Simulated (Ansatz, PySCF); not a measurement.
Gas-phase reaction (SMILES): [NH2][Al]([F])[F] + Cl (HCl) → [F][Al]([F])[Cl] + N (NH3); hydrogen chloride cleaves one Al-N bond, a model of a ligand-exchange step.

Each molecule is optimised on its own at B3LYP-D3(BJ)/def2-TZVP (Ansatz, a quantum-chemistry and plane-wave program), one conformer each, not searched for the lowest. Valence correlation only, unless marked. No spin-orbit coupling. Non-relativistic. CBS(X,Y): correlation extrapolated as X^-3; Hartree-Fock from the larger set (for Q and 5 zeta extrapolated as (X+1)exp(-9√X)). Thermal terms are rigid-rotor harmonic-oscillator values from B3LYP-D3(BJ) frequencies (Ansatz or PySCF) at 298.15 K and 1 atm. 1 Eh = 627.5095 kcal/mol.

```json
[
 {"species": "[NH2][Al]([F])[F]", "E, CCSD(T)/CBS(cc-pV(Q+d)Z,cc-pV(5+d)Z) (Ansatz) (Eh)": "-497.70886", "E, PBE-D3(BJ)/def2-TZVPD (Ansatz + dftd3) (Eh)": "-498.00421", "H - E (Eh)": "0.03710"},
 {"species": "Cl (HCl)", "E, CCSD(T)/CBS(cc-pV(Q+d)Z,cc-pV(5+d)Z) (Ansatz) (Eh)": "-460.37772", "E, PBE-D3(BJ)/def2-TZVPD (Ansatz + dftd3) (Eh)": "-460.62865", "H - E (Eh)": "0.01000"},
 {"species": "[F][Al]([F])[Cl]", "E, CCSD(T)/CBS(cc-pV(Q+d)Z,cc-pV(5+d)Z) (Ansatz) (Eh)": "-901.60560", "E, PBE-D3(BJ)/def2-TZVPD (Ansatz + dftd3) (Eh)": "-902.14422", "H - E (Eh)": "0.01240"},
 {"species": "N (NH3)", "E, CCSD(T)/CBS(cc-pV(Q+d)Z,cc-pV(5+d)Z) (Ansatz) (Eh)": "-56.50471", "E, PBE-D3(BJ)/def2-TZVPD (Ansatz + dftd3) (Eh)": "-56.51114", "H - E (Eh)": "0.03799"}
]
```

### Question
Work out ΔE and ΔH at 298.15 K at the first level, then ΔH at the second.

### Answer

1. ΔE = [(-901.60560) + (-56.50471)] - [(-497.70886) + (-460.37772)] = -0.02373 Eh = -14.9 kcal/mol at CCSD(T)/CBS(cc-pV(Q+d)Z,cc-pV(5+d)Z).
2. The terms H - E add up to 0.00329 Eh, so ΔH = (-0.02373 + (0.00329))×627.5095 = -12.8 kcal/mol.
3. At PBE-D3(BJ)/def2-TZVPD the same steps give ΔE = -14.1 and ΔH = -12.1 kcal/mol, a shift of +0.7 from the first level.
4. These values are not checked against measurement here, since the tables used lack a sound gas-phase enthalpy of formation for at least one species.
